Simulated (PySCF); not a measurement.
PySCF input file for Cl₂HHfO, SMILES [Cl][Hf+]([OH])[Cl], charge +1, multiplicity 1, PBE-D3(BJ)/def2-SVP. Coordinates come from a PBE-D3(BJ)/def2-SVP optimisation. The multiplicity is an assumed one; other spin states were not compared. The isomer is the one that the SMILES or the coordinates give; other isomers of the formula were not compared. The def2 effective core potentials stand for the cores of Hf; spin–orbit coupling is left out. The values are those of a single conformer.

```python
import numpy as np
from pyscf import gto, scf, dft, df
from pyscf.hessian import thermo

mol = gto.M(
    atom='''
    Hf   -0.26359648    0.24499395    0.00000000
    Cl    0.31595595   -1.00024105    1.83118430
    Cl    0.31595595   -1.00024105   -1.83118430
    O     0.83090864    1.75034167   -0.00000001
    H     1.58917540    2.36589788   -0.00000001
    ''',
    basis='def2-SVP',
    ecp={'Hf': 'def2-svp'},
    charge=1,
    spin=0,
    max_memory=1600,
    verbose=3,
)
mf = dft.RKS(mol, xc='pbe').density_fit(auxbasis='def2-universal-jkfit')
mf.disp = 'd3bj'
mf.grids.level = 3
mf.conv_tol = 1e-11
mf.max_cycle = 100
mf.kernel()

# [left out here: the lines that compute and print the analytic Hessian (its translational invariance restored by hand, since the grid's response is missing), thermochemistry and intensities]
```

Output:

```
converged SCF energy = -1043.39437239902

WARN: DFTD3 does not support analytical Hessian, using finite difference


WARN: Mole.unit (angstrom) is changed to Bohr

Mode                                 0                   1                   2
Irrep
Freq [cm^-1]                      101.7465            129.3370            158.2643
Reduced mass [au]                  22.9135              8.1178              6.2725
Force const [Dyne/A]                0.1398              0.0800              0.0926
Char temp [K]                     146.3906            186.0871            227.7071
Normal mode                   x     y     z       x     y     z       x     y     z
       0  Hf                -0.02  0.02 -0.00    0.02  0.01 -0.00    0.00 -0.00 -0.02
       1  Cl                 0.05 -0.05 -0.08   -0.04 -0.06 -0.03    0.03  0.05 -0.01
       2  Cl                 0.05 -0.05  0.08   -0.04 -0.06  0.03   -0.03 -0.05 -0.01
       3   O                 0.05 -0.03  0.00   -0.11  0.12  0.00    0.00 -0.00  0.20
       4   H                 0.10 -0.09  0.00   -0.19  0.22  0.00    0.00 -0.00  0.34
Mode                                 3                   4                   5
Irrep
Freq [cm^-1]                      379.6088            413.2519            417.6162
Reduced mass [au]                   1.1698             38.8732             38.1772
Force const [Dyne/A]                0.0993              3.9114              3.9229
Char temp [K]                     546.1726            594.5775            600.8568
Normal mode                   x     y     z       x     y     z       x     y     z
       0  Hf                -0.00  0.00 -0.00   -0.01  0.02 -0.00   -0.00  0.00  0.03
       1  Cl                 0.00  0.00  0.00    0.03 -0.06  0.09   -0.03  0.06 -0.08
       2  Cl                -0.00 -0.00  0.00    0.03 -0.06 -0.09    0.03 -0.06 -0.08
       3   O                -0.00  0.00  0.09    0.01  0.00  0.00    0.00  0.00 -0.01
       4   H                 0.00 -0.00 -0.92    0.02 -0.01  0.00    0.00 -0.00 -0.05
Mode                                 6                   7                   8
Irrep
Freq [cm^-1]                      506.7920            781.8355           3740.4526
Reduced mass [au]                   1.1939              8.4835              1.0702
Force const [Dyne/A]                0.1807              3.0553              8.8218
Char temp [K]                     729.1608           1124.8873           5381.6785
Normal mode                   x     y     z       x     y     z       x     y     z
       0  Hf                -0.00  0.00  0.00    0.01  0.02  0.00    0.00  0.00 -0.00
       1  Cl                 0.00  0.00 -0.00   -0.00 -0.00 -0.00   -0.00  0.00 -0.00
       2  Cl                 0.00  0.00  0.00   -0.00 -0.00  0.00   -0.00  0.00  0.00
       3   O                 0.06 -0.08  0.00   -0.14 -0.18  0.00   -0.05 -0.04 -0.00
       4   H                -0.58  0.70 -0.00   -0.11 -0.23 -0.00    0.75  0.61  0.00
temperature 298.1500 [K]
pressure 101325.00 [Pa]
Rotational constants [GHz] 2.99073 1.87164 1.34965
Symmetry number 1
Zero-point energy (ZPE) 0.01510 [Eh]   39649.656 [J/mol]
                           tot       elec      trans        rot        vib
Entropy [J/mol/K]       349.154      0.000    178.400    117.756     52.998
Cv [J/mol/K]             75.437      0.000     12.472     12.472     50.493
Cp [J/mol/K]             83.751      0.000     20.786     12.472     50.493
Internal energy [J/mol]                      3718.434   3718.434  48214.873
Internal energy [Eh]   -1043.37318  -1043.39437
Enthalpy [J/mol]                             6197.391   3718.434  48214.873
Enthalpy [Eh]          -1043.37223
Gibbs free energy [J/mol]                  -46992.586 -31390.372  32413.465
Gibbs free energy [Eh] -1043.41188
mode   freq/cm-1   IR/(km/mol)
   1      101.75         1.065
   2      129.34         1.509
   3      158.26         1.053
   4      379.61       202.929
   5      413.25        18.218
   6      417.62        50.974
   7      506.79       196.776
   8      781.84        73.242
   9     3740.45       603.136
max |gradient| / (hartree/bohr): 0.00017814729644634694
APT charges: [ 2.1713 -0.3752 -0.3752 -0.9303  0.5094]
```

The run converged.

Cost: roughly 23 core-seconds.
